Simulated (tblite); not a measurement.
A geometry optimisation, step by step.

Species: C₃H₁₀Ge₂O.
Numbering: `[CH2:1]=[C:2]([CH2:3][GeH3:4])[O:5][GeH3:6]` (hydrogens: H7, H8 on C1; H9, H10 on C3; H11, H12, H13 on Ge4; H14, H15, H16 on Ge6)

Computed with GFN2-xTB (tblite), gas phase: L-BFGS steps from a force-field or distance-geometry start until the largest atomic force falls under 0.01 eV/Å. 9 of its 93 geometries are shown.

Step 0: E = -528.1178 eV, largest atomic force 1.124 eV/Å
```
atom  x, y, z in Å  |  force x, y, z in eV/Å
C1      0.447   -1.112   -1.330   -0.017  -0.226  -0.320
C2      0.064   -0.391   -0.281    0.891  -0.189  -0.385
C3     -1.206   -0.720    0.420    0.056   0.067   0.583
Ge4    -2.446    0.806    0.395   -0.761   0.564   0.026
O5      0.849    0.656    0.232   -0.619  -0.936   0.063
Ge6     2.628    0.603    0.343    0.733   0.233  -0.222
H7     -0.181   -1.927   -1.710    0.435   0.577   0.213
H8      1.375   -0.907   -1.861   -0.252  -0.042   0.143
H9     -1.706   -1.612    0.002    0.484   0.410   0.126
H10    -0.959   -0.915    1.475   -0.128  -0.061  -0.180
H11    -2.890    1.137    1.830    0.104  -0.050  -0.446
H12    -3.755    0.451   -0.386    0.683   0.228   0.328
H13    -1.828    2.064   -0.205   -0.226  -0.381   0.139
H14     3.209   -0.826    0.458   -0.444   0.348  -0.025
H15     3.161    1.450    1.536   -0.616  -0.316  -0.391
H16     3.231    1.251   -0.932   -0.322  -0.227   0.348
```

Step 12: E = -528.4293 eV, largest atomic force 0.187 eV/Å
```
atom  x, y, z in Å  |  force x, y, z in eV/Å
C1      0.487   -1.114   -1.348   -0.013  -0.015  -0.025
C2      0.125   -0.451   -0.258    0.029   0.093  -0.021
C3     -1.158   -0.700    0.459   -0.059   0.024   0.029
Ge4    -2.423    0.840    0.416    0.074  -0.032  -0.001
O5      0.874    0.525    0.338    0.070  -0.058  -0.053
Ge6     2.646    0.595    0.296   -0.183  -0.028   0.026
H7     -0.150   -1.874   -1.763    0.003   0.028  -0.025
H8      1.409   -0.910   -1.870    0.016   0.047   0.082
H9     -1.643   -1.569    0.017   -0.040  -0.041   0.112
H10    -0.937   -0.904    1.511   -0.018  -0.046  -0.075
H11    -2.899    1.171    1.800    0.052   0.021  -0.038
H12    -3.652    0.484   -0.367    0.032  -0.013  -0.023
H13    -1.858    2.070   -0.206    0.047   0.003   0.031
H14     3.112   -0.824    0.435    0.062   0.037  -0.032
H15     2.913    1.434    1.498   -0.010   0.031  -0.018
H16     3.148    1.236   -0.971   -0.061  -0.051   0.030
```

Step 23: E = -528.4519 eV, largest atomic force 0.104 eV/Å
```
atom  x, y, z in Å  |  force x, y, z in eV/Å
C1      0.481   -1.104   -1.363    0.012  -0.024   0.045
C2      0.101   -0.480   -0.256   -0.019   0.015  -0.040
C3     -1.175   -0.726    0.476    0.070  -0.027  -0.072
Ge4    -2.385    0.844    0.413   -0.006   0.003  -0.003
O5      0.843    0.485    0.363    0.030  -0.059   0.013
Ge6     2.597    0.590    0.302    0.060   0.036  -0.022
H7     -0.138   -1.849   -1.831    0.022   0.046   0.039
H8      1.431   -0.877   -1.826   -0.089   0.006  -0.006
H9     -1.680   -1.597    0.064   -0.005  -0.028   0.060
H10    -0.922   -0.912    1.523   -0.069  -0.058  -0.033
H11    -2.856    1.204    1.787   -0.024   0.000   0.013
H12    -3.596    0.494   -0.399    0.005   0.049   0.004
H13    -1.780    2.065   -0.188    0.059  -0.015  -0.022
H14     3.154   -0.798    0.427   -0.019  -0.001   0.037
H15     2.852    1.463    1.480    0.005   0.023   0.005
H16     3.063    1.208   -0.985   -0.033   0.033  -0.018
```

Step 34: E = -528.4721 eV, largest atomic force 0.090 eV/Å
```
atom  x, y, z in Å  |  force x, y, z in eV/Å
C1      0.464   -1.099   -1.369   -0.013  -0.038   0.079
C2      0.094   -0.544   -0.224   -0.068   0.059  -0.007
C3     -1.192   -0.793    0.491   -0.017   0.009  -0.017
Ge4    -2.325    0.842    0.404    0.031  -0.031  -0.009
O5      0.832    0.399    0.434   -0.017   0.008   0.055
Ge6     2.568    0.616    0.299    0.074   0.018   0.012
H7     -0.157   -1.823   -1.862    0.013   0.003  -0.022
H8      1.404   -0.832   -1.831   -0.067  -0.048   0.002
H9     -1.716   -1.655    0.083    0.029   0.019  -0.043
H10    -0.972   -0.988    1.542    0.001  -0.022  -0.021
H11    -2.827    1.235    1.758    0.025   0.007   0.022
H12    -3.541    0.611   -0.442    0.029  -0.013  -0.029
H13    -1.588    1.997   -0.182    0.001   0.004   0.016
H14     3.206   -0.735    0.470    0.001   0.056  -0.044
H15     2.815    1.541    1.441   -0.024  -0.003  -0.016
H16     2.927    1.237   -1.024    0.002  -0.029   0.022
```

Step 46: E = -528.4806 eV, largest atomic force 0.051 eV/Å
```
atom  x, y, z in Å  |  force x, y, z in eV/Å
C1      0.447   -1.108   -1.349    0.002  -0.025  -0.005
C2      0.086   -0.565   -0.197    0.033   0.021   0.015
C3     -1.209   -0.820    0.493   -0.006  -0.008   0.001
Ge4    -2.288    0.843    0.406   -0.015   0.030   0.008
O5      0.829    0.354    0.485    0.026   0.024   0.013
Ge6     2.553    0.643    0.299   -0.023  -0.006  -0.010
H7     -0.190   -1.811   -1.852    0.005  -0.026  -0.027
H8      1.383   -0.850   -1.820    0.008  -0.023   0.005
H9     -1.726   -1.661    0.039   -0.049  -0.005  -0.013
H10    -1.013   -1.055    1.540    0.002  -0.005   0.001
H11    -2.790    1.254    1.758   -0.006  -0.017  -0.038
H12    -3.478    0.655   -0.488    0.012   0.006   0.034
H13    -1.494    1.971   -0.159   -0.007   0.014   0.015
H14     3.252   -0.675    0.453    0.024  -0.004   0.008
H15     2.771    1.591    1.425    0.004  -0.006  -0.010
H16     2.859    1.243   -1.044   -0.011   0.030   0.003
```

Step 58: E = -528.4872 eV, largest atomic force 0.064 eV/Å
```
atom  x, y, z in Å  |  force x, y, z in eV/Å
C1      0.458   -1.166   -1.329   -0.010   0.029   0.008
C2      0.087   -0.603   -0.188    0.014  -0.014   0.005
C3     -1.229   -0.824    0.478    0.024  -0.004  -0.047
Ge4    -2.258    0.875    0.421   -0.013  -0.023  -0.008
O5      0.840    0.297    0.508   -0.006   0.016   0.000
Ge6     2.542    0.666    0.284    0.002   0.010  -0.007
H7     -0.190   -1.850   -1.846    0.035  -0.004   0.010
H8      1.411   -0.935   -1.782   -0.011  -0.028   0.019
H9     -1.779   -1.618   -0.022   -0.009  -0.017   0.017
H10    -1.058   -1.117    1.516   -0.017   0.042  -0.023
H11    -2.800    1.254    1.765    0.018   0.000  -0.002
H12    -3.435    0.697   -0.493    0.018   0.054   0.008
H13    -1.446    2.014   -0.103   -0.033  -0.045   0.032
H14     3.324   -0.606    0.422    0.007  -0.008  -0.016
H15     2.744    1.618    1.410   -0.009  -0.001   0.022
H16     2.782    1.306   -1.053   -0.012  -0.007  -0.017
```

Step 69: E = -528.4941 eV, largest atomic force 0.046 eV/Å
```
atom  x, y, z in Å  |  force x, y, z in eV/Å
C1      0.486   -1.227   -1.306   -0.024   0.021   0.001
C2      0.089   -0.640   -0.186    0.004  -0.021   0.031
C3     -1.250   -0.830    0.444   -0.020   0.011   0.001
Ge4    -2.244    0.893    0.431    0.036  -0.012  -0.012
O5      0.842    0.242    0.532    0.006   0.013  -0.015
Ge6     2.520    0.695    0.268    0.011  -0.004  -0.006
H7     -0.160   -1.902   -1.836    0.009  -0.013   0.003
H8      1.461   -1.035   -1.728   -0.010   0.004   0.035
H9     -1.813   -1.607   -0.069    0.012   0.009  -0.001
H10    -1.111   -1.132    1.485    0.011   0.004  -0.034
H11    -2.788    1.236    1.783   -0.003  -0.023   0.013
H12    -3.409    0.821   -0.508   -0.002  -0.004  -0.003
H13    -1.394    2.031   -0.017    0.021   0.011  -0.004
H14     3.393   -0.526    0.361   -0.043   0.013  -0.008
H15     2.699    1.635    1.408   -0.003  -0.008  -0.013
H16     2.672    1.354   -1.074   -0.005   0.000   0.012
```

Step 80: E = -528.4964 eV, largest atomic force 0.052 eV/Å
```
atom  x, y, z in Å  |  force x, y, z in eV/Å
C1      0.499   -1.256   -1.287    0.009  -0.003  -0.003
C2      0.088   -0.657   -0.180    0.009   0.005   0.011
C3     -1.263   -0.830    0.427    0.001  -0.022   0.017
Ge4    -2.222    0.907    0.433   -0.004  -0.004   0.031
O5      0.835    0.229    0.539   -0.011   0.021  -0.003
Ge6     2.500    0.715    0.253   -0.005  -0.052   0.005
H7     -0.137   -1.938   -1.820    0.005  -0.009   0.001
H8      1.486   -1.077   -1.684    0.007   0.004  -0.012
H9     -1.828   -1.596   -0.101    0.001   0.013   0.005
H10    -1.139   -1.143    1.466   -0.002  -0.016  -0.017
H11    -2.778    1.202    1.792    0.004   0.017  -0.004
H12    -3.380    0.881   -0.515   -0.011  -0.006  -0.027
H13    -1.347    2.041    0.027    0.012   0.016   0.009
H14     3.387   -0.498    0.322   -0.023   0.026  -0.003
H15     2.679    1.645    1.401    0.006   0.004  -0.005
H16     2.612    1.385   -1.085    0.004   0.009  -0.005
```

Step 92: E = -528.4982 eV, largest atomic force 0.010 eV/Å
```
atom  x, y, z in Å  |  force x, y, z in eV/Å
C1      0.514   -1.273   -1.272    0.001   0.000   0.002
C2      0.086   -0.655   -0.181   -0.002   0.001  -0.007
C3     -1.267   -0.834    0.420    0.006  -0.002  -0.002
Ge4    -2.214    0.912    0.445   -0.003   0.007   0.004
O5      0.814    0.257    0.526   -0.001   0.001  -0.003
Ge6     2.486    0.722    0.242   -0.001  -0.009   0.003
H7     -0.106   -1.977   -1.792    0.004  -0.001   0.001
H8      1.500   -1.085   -1.670   -0.005   0.002   0.002
H9     -1.835   -1.585   -0.125   -0.001   0.005   0.001
H10    -1.150   -1.169    1.452   -0.002   0.000   0.002
H11    -2.784    1.199    1.800   -0.006  -0.004  -0.001
H12    -3.359    0.901   -0.523    0.003   0.002   0.002
H13    -1.331    2.052    0.067    0.001  -0.007   0.002
H14     3.350   -0.504    0.299    0.003   0.006  -0.001
H15     2.688    1.644    1.393   -0.005   0.003  -0.001
H16     2.601    1.404   -1.091    0.008  -0.004  -0.004
```

**Question.** Summarise the path.

**Answer.** The energy falls by 0.3804 eV from step 0 to step 92; nine tenths of that is first reached at step 28. It falls at every step. The largest force goes from 1.124 to 0.010 eV/Å. Among the bonds Ge6–H15 changes most, from 1.557 to 1.488 Å; the atoms move by 0.380 Å rms after alignment.

**Question.** Follow the three bonds and two angles with the largest change from start to end.

**Answer.** 
| step | E above end (eV) | largest force (eV/Å) | Ge6–H15 (Å) | Ge4–H12 (Å) | Ge6–H16 (Å) | O5–Ge6–H15 (°) | H15–Ge6–H16 (°) |
| --- | --- | --- | --- | --- | --- | --- | --- |
| 0 | 0.3804 | 1.124 | 1.557 | 1.565 | 1.553 | 111.9 | 105.6 |
| 4 | 0.1559 | 0.485 | 1.492 | 1.483 | 1.486 | 108.6 | 109.0 |
| 8 | 0.0912 | 0.317 | 1.491 | 1.505 | 1.502 | 104.5 | 110.2 |
| 12 | 0.0689 | 0.187 | 1.491 | 1.500 | 1.506 | 100.5 | 112.3 |
| 16 | 0.0576 | 0.160 | 1.492 | 1.498 | 1.506 | 100.0 | 112.4 |
| 20 | 0.0512 | 0.124 | 1.486 | 1.500 | 1.499 | 99.7 | 112.6 |
| 24 | 0.0447 | 0.129 | 1.490 | 1.498 | 1.503 | 100.5 | 112.6 |
| 28 | 0.0364 | 0.131 | 1.489 | 1.498 | 1.502 | 100.2 | 113.4 |
| 32 | 0.0299 | 0.137 | 1.489 | 1.501 | 1.505 | 100.4 | 112.7 |
| 36 | 0.0239 | 0.086 | 1.488 | 1.499 | 1.501 | 100.2 | 112.2 |
| 40 | 0.0207 | 0.061 | 1.487 | 1.499 | 1.501 | 100.0 | 112.2 |
| 44 | 0.0184 | 0.060 | 1.490 | 1.499 | 1.504 | 99.9 | 112.9 |
| 48 | 0.0168 | 0.042 | 1.487 | 1.500 | 1.501 | 99.5 | 113.2 |
| 52 | 0.0147 | 0.062 | 1.488 | 1.495 | 1.503 | 99.4 | 112.9 |
| 56 | 0.0123 | 0.090 | 1.488 | 1.501 | 1.504 | 99.5 | 112.5 |
| 60 | 0.0098 | 0.102 | 1.488 | 1.498 | 1.500 | 99.8 | 112.4 |
| 64 | 0.0068 | 0.051 | 1.489 | 1.499 | 1.502 | 99.7 | 112.6 |
| 68 | 0.0045 | 0.044 | 1.490 | 1.499 | 1.503 | 99.4 | 113.1 |
| 72 | 0.0032 | 0.032 | 1.487 | 1.500 | 1.500 | 98.9 | 113.5 |
| 76 | 0.0025 | 0.034 | 1.489 | 1.500 | 1.503 | 99.1 | 113.4 |
| 80 | 0.0018 | 0.052 | 1.488 | 1.497 | 1.501 | 99.3 | 113.5 |
| 84 | 0.0008 | 0.023 | 1.488 | 1.499 | 1.501 | 99.7 | 112.9 |
| 88 | 0.0002 | 0.035 | 1.489 | 1.499 | 1.503 | 99.8 | 113.1 |
| 92 | 0.0000 | 0.010 | 1.488 | 1.499 | 1.501 | 99.7 | 113.2 |

What follows is the cost of the whole relaxation. On one thread, Arm Neoverse V1 (aarch64), shared host with 32 logical CPUs at a one-minute load of 29, this took 0.64 s of wall time.
